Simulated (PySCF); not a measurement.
Telling isomers of C₃H₁₀B₃N₃ apart by NMR

[PySCF 2.14: coordinates at the PBE0-D3(BJ)/def2-SVP level; shielding tensors at PBE0/pcSseg-1 (GIAO); fast rotation and ring inversion assumed for equivalent nuclei; one conformer; isolated molecule; non-relativistic]

References, each an isolated molecule treated in the same way: ¹H (31.27 ppm) and ¹³C (184.41 ppm) against TMS. Where no couplings were computed, multiplicities follow the n + 1 count of equivalent neighbours, and m marks all less simple cases (inequivalent or close neighbours, rings, F or P nearby). Couplings to H on boron are left out. Carbons bonded to boron are broad in practice. Shifts are as computed. Against solution values, carbons near 30 ppm lie about +2 ppm off and those near 130 ppm about +5 ppm. Of 1309 compounds with measured shifts, 239 miss one by over three times the rms of a fit or turn the order of signals round; such compounds aren't used in these exercises. OH and NH positions are gas-phase values without hydrogen bonding to other molecules.

(1) Tabulate the signals of `B1NBN(C2CC2)BN1`, `C=CCN1BNBNB1` and their relative energies.

(2) What is the quickest way to tell B1NBN(C2CC2)BN1 from C=CCN1BNBNB1?

Results:

(1) 
| SMILES | carbon types | δC | δH | E rel. (kcal/mol) |
| --- | --- | --- | --- | --- |
| B1NBN(C2CC2)BN1 | 1×CH 2×CH2 | 34.2, 10.8 | 5.61 (br s, 2H), 4.98 (br, 2H), 4.70 (br, 1H), 2.81 (m, 1H), 0.76 (m, 2H), 0.49 (m, 2H) | 2.8 |
| C=CCN1BNBNB1 | 1×CH 2×CH2 | 150.4, 121.1, 56.8 | 6.26 (m, 1H), 5.69 (br s, 2H), 5.44 (m, 1H), 5.02 (m, 1H), 4.79 (br, 1H), 4.67 (br, 2H), 4.01 (d, 2H) | 0.0 |

Energies are electronic energies at PBE0/pcSseg-1 on these geometries, without zero-point or thermal terms, each for the one conformer computed, which needn't be the lowest.

(2) Count the carbon signals: 2 against 3. The first has a three-membered-ring carbon (CH) at 34.2 ppm, the second an alkene CH at 150.4 ppm. In the proton spectra the most deshielded non-exchanging signals are 4.98 (br, 2H) and 6.26 (m, 1H).
